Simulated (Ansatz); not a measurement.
Input file for C₇H₁₈AuOP, SMILES `CC[P+](CC)(CC)[Au-][O]C`:

```yaml
crystal:
  periodic: [false, false, false]
  atoms:
    - {symbol: C, position_ang: [-1.047974, -1.882883, -2.003374]}
    - {symbol: C, position_ang: [-0.597281, -0.432920, -1.909284]}
    - {symbol: P, position_ang: [-0.194381, 0.080000, -0.202571]}
    - {symbol: C, position_ang: [-1.817694, 0.149248, 0.632988]}
    - {symbol: C, position_ang: [-1.735814, 0.719452, 2.040345]}
    - {symbol: C, position_ang: [0.340066, 1.821607, -0.361248]}
    - {symbol: C, position_ang: [-0.652665, 2.789020, -0.984815]}
    - {symbol: Au, position_ang: [1.311430, -1.192414, 0.818953]}
    - {symbol: O, position_ang: [2.581274, -2.382440, 1.758855]}
    - {symbol: C, position_ang: [3.950397, -2.136601, 1.733767]}
    - {symbol: H, position_ang: [-1.215307, -2.165223, -3.044686]}
    - {symbol: H, position_ang: [-1.982227, -2.051093, -1.463590]}
    - {symbol: H, position_ang: [-0.294914, -2.553534, -1.584673]}
    - {symbol: H, position_ang: [0.314865, -0.280340, -2.494399]}
    - {symbol: H, position_ang: [-1.359157, 0.240187, -2.313827]}
    - {symbol: H, position_ang: [-2.188099, -0.878931, 0.663332]}
    - {symbol: H, position_ang: [-2.512673, 0.721518, 0.010299]}
    - {symbol: H, position_ang: [-1.024106, 0.157242, 2.648528]}
    - {symbol: H, position_ang: [-1.417231, 1.764305, 2.034784]}
    - {symbol: H, position_ang: [-2.710326, 0.675153, 2.530486]}
    - {symbol: H, position_ang: [0.622470, 2.142775, 0.645081]}
    - {symbol: H, position_ang: [1.273092, 1.790611, -0.932108]}
    - {symbol: H, position_ang: [-1.576035, 2.852913, -0.405348]}
    - {symbol: H, position_ang: [-0.916003, 2.503234, -2.004915]}
    - {symbol: H, position_ang: [-0.225990, 3.793437, -1.028013]}
    - {symbol: H, position_ang: [4.382350, -2.168690, 0.720293]}
    - {symbol: H, position_ang: [4.229813, -1.164646, 2.171868]}
    - {symbol: H, position_ang: [4.462128, -2.910997, 2.323252]}
basis:
  gaussian: {orbitals: def2-SVP}
correlation: {method: ccsd_t}
```

```sh
$ ansatz run in.yaml --threads 11 --pin off --events-out ev --progress --plain --max-ram 110592MiB --backend cuda --devices 0, --max-vram 75GiB
```

Log, shortened:

```
Functional definition: HF
2565 factors; integrals over basis functions are off by at most 1.4e-3 eV
mean field evaluation 1: about -22457.0412 eV, gradient 5.4e1 eV
mean field evaluation 2: about -22457.4452 eV, gradient 5.5e1 eV
mean field evaluation 4: about -22465.2858 eV, gradient 8.2e0 eV
mean field evaluation 8: about -22465.4776 eV, gradient 4.8e-1 eV
mean field -22465.47859558 eV, -825.5911107391 hartree, gradient 1.8e-6 eV, S^2 0.000000; 0 other end points of the search recorded, 0 dependent functions left out
13 core orbitals not correlated: weight in the atoms' cores, before any rotation towards them, 1.000 or more for the frozen orbitals, at most 0.000 for the correlated occupied ones
reference -22465.47859558 eV, -825.5911107391 hartree; 38, 38 occupied and 201, 201 virtual orbitals, 2565 factors
second order -46.95451773 eV of doubles, -0.00000000 eV of singles
cycle   1  -47.31959149 eV  change   -3.7e-1 eV  update   1.9e-1
cycle   2  -48.61492350 eV  change    -1.3e0 eV  update   6.6e-2
cycle   3  -49.00592603 eV  change   -3.9e-1 eV  update   3.9e-2
cycle   4  -49.02844543 eV  change   -2.3e-2 eV  update   1.3e-2
cycle   5  -49.01467714 eV  change    1.4e-2 eV  update   7.5e-3
cycle   6  -49.01571617 eV  change   -1.0e-3 eV  update   3.0e-3
cycle   7  -49.01559471 eV  change    1.2e-4 eV  update   1.3e-3
cycle   8  -49.01456867 eV  change    1.0e-3 eV  update   4.4e-4
cycle   9  -49.01452857 eV  change    4.0e-5 eV  update   1.8e-4
cycle  10  -49.01482126 eV  change   -2.9e-4 eV  update   8.2e-5
cycle  11  -49.01469624 eV  change    1.3e-4 eV  update   3.7e-5
cycle  12  -49.01467008 eV  change    2.6e-5 eV  update   1.6e-5
perturbative correction -1.51632908 eV, -0.0557240659 hartree
Total energy: -22516.00959474 eV, -827.4480907072 hartree
```

It took 6 s on 11 threads of an AMD EPYC 7R13 on a shared host and a whole NVIDIA H100 80 GB, with 1.8 GiB of host memory at the peak.

Correlation energy per correlated electron: -0.665 eV. T1 diagnostic: 0.0149.
